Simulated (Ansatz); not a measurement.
`BC(=O)O` → B• + C• + 3 H• + 2 O•  (atomization)

Isolated molecules relaxed with PBE0-D4/def2-TZVP in Ansatz; ΔE leaves out vibrations. CCSD(T)/CBS is the MP2 limit (def2-TZVPP, def2-QZVPP) plus CCSD(T) − MP2 in def2-TZVPP, frozen cores. This one scheme is used for every species, atoms too. DFT in def2-TZVPP. B3LYP here is the variant with VWN-RPA as its local correlation; programs differ in this. HSE06 is defined as in plane-wave codes. No spin–orbit coupling; open shells (•) take unrestricted orbitals. Spin–orbit coupling would lower the free atoms: a little for B, C, O. One conformer a species, not always the lowest.

Question: What is ΔE at CCSD(T)/CBS? (An estimate is asked.)

Answer: The calculation gave: +669.2 kcal/mol.

Question: What do these levels give: revPBE-D4, HSE06-D4, ωB97X-V, ωB97M-V, revPBE, BLYP, B3LYP, r2SCAN0, CAM-B3LYP, HF/def2-TZVPP, MP2/def2-TZVPP, CCSD/def2-TZVPP? (Best estimate.)

Answer: Computed: revPBE-D4 676.7, HSE06-D4 675.2, ωB97X-V 673.1, ωB97M-V 675.0, revPBE 669.0, BLYP 675.9, B3LYP 670.0, r2SCAN0 658.0, CAM-B3LYP 675.0, HF/def2-TZVPP 469.8, MP2/def2-TZVPP 673.5, CCSD/def2-TZVPP 637.5 kcal/mol.

Largest T1 diagnostic among the species: 0.019.

From PBE to PBE0 (25 % exact exchange), in def2-TZVPP and without D4, ΔE moves by −23.6 kcal/mol: exact exchange takes away binding that semilocal exchange gives to molecules. Leaving LDA and LC-ωPBE aside and taking each functional with its dispersion term where it has one, the values, not all of them listed here, spread over 56.9 kcal/mol, from BHLYP-D4 to PBE-D4. LDA lies +94.8 kcal/mol from PBE without D4, its usual overbinding. In def2-TZVPP, CCSD(T) changes the Hartree–Fock value by +181.1 kcal/mol (the triples alone add +13.4 kcal/mol) and MP2 by +203.7 kcal/mol; breaking electron pairs costs correlation energy, which Hartree–Fock lacks.

For atomizations the MP2-based limit and the directly extrapolated one differ by several kJ/mol either way, and by 10 to 25 for some Ge, Se and Sn compounds, so smaller differences from it don't rank the levels.
